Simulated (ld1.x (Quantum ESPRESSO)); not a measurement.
**Transferability test, TM semilocal potential for gold (Au)**

ld1.x (Quantum ESPRESSO) 7.5 input, shortened:

```
&input
   title='Au', zed=79., rel=1, dft='PZ', iswitch=3,
   config='[Xe] 4f14 5d10 6s0.5 6p0'
 /
 &inputp
   pseudotype=1, tm=.true., lloc=3,
   nlcc=.true., rcore=0.55
 /
4
6S  1  0   0.50   0.00  1.95  1.95  0.0
6P  2  1   0.00   0.00  2.20  2.20  0.0
5D  3  2  10.00   0.00  1.40  1.40  0.0
4F  4  3  14.00   0.00  0.65  0.65  0.0
 &test
   configts(1)='4f14 5d10 6s0.5 6p0'
 /
```

Energies are relative to the spin-unpolarised reference configuration 4f14 5d10 6s0.5 6p0; without spin polarisation the order of configurations can differ from experiment. Spin-polarised rows fill each open shell by Hund’s rule, majority spin first. The frozen-core shift is the all-electron ΔE with the core orbitals held at their reference shape minus the fully relaxed ΔE.

Task: Give the all-electron excitation energy and the error of the potential for: 4f14 5d10 6s1 6p0; 4f14 5d10 6s0 6p0; 4f14 5d9 6s0 6p0; 4f14 5d9 6s1 6p1; 4f14 5d10 6s0 6p1; 4f13 5d10 6s1 6p0; 4f14 5d7 6s0 6p0; 4f14 5d10 6s0.5 6p0 (spin-polarised); 4f14 5d10 6s1 6p0 (spin-polarised).

Result:

```json
{"valence configuration": "4f14 5d10 6s1 6p0", "charge": "0", "ΔE all-electron (eV)": "-3.947", "error AE − PS (meV)": "-0.4", "frozen-core shift (meV)": "-1.4"}
{"valence configuration": "4f14 5d10 6s0 6p0", "charge": "+1", "ΔE all-electron (eV)": "5.827", "error AE − PS (meV)": "-4.7", "frozen-core shift (meV)": "+2.5"}
{"valence configuration": "4f14 5d9 6s0 6p0", "charge": "+2", "ΔE all-electron (eV)": "27.328", "error AE − PS (meV)": "-29", "frozen-core shift (meV)": "+32"}
{"valence configuration": "4f14 5d9 6s1 6p1", "charge": "0", "ΔE all-electron (eV)": "3.570", "error AE − PS (meV)": "-40", "frozen-core shift (meV)": "+19"}
{"valence configuration": "4f14 5d10 6s0 6p1", "charge": "0", "ΔE all-electron (eV)": "1.451", "error AE − PS (meV)": "-0.6", "frozen-core shift (meV)": "+0.1"}
{"valence configuration": "4f13 5d10 6s1 6p0", "charge": "+1", "ΔE all-electron (eV)": "89.178", "error AE − PS (meV)": "-1789", "frozen-core shift (meV)": "+1091"}
{"valence configuration": "4f14 5d7 6s0 6p0", "charge": "+4", "ΔE all-electron (eV)": "109.493", "error AE − PS (meV)": "-497", "frozen-core shift (meV)": "+547"}
{"valence configuration": "4f14 5d10 6s0.5 6p0 (spin-polarised)", "charge": "+0.5", "ΔE all-electron (eV)": "-0.038", "error AE − PS (meV)": "-0.2", "frozen-core shift (meV)": "+0.2"}
{"valence configuration": "4f14 5d10 6s1 6p0 (spin-polarised)", "charge": "0", "ΔE all-electron (eV)": "-4.081", "error AE − PS (meV)": "-0.3", "frozen-core shift (meV)": "-1.2"}
```

Levels in the configuration 4f14 5d10 6s0 6p0:

```
level  all-electron (eV)  pseudo (eV)
   4f            -90.121      -90.009
   5d            -15.620      -15.614
```

A variational frozen-core shift is positive and of second order in the change. This column holds negative values, so the frozen-core run of ld1.x carries numerical noise or an error of first order here, and the column gives no more than the rough size of the effect.

A Bessel basis up to 400 Ry misses an occupied level by 1.20 Ry, so cutoffs and ghosts were not judged.
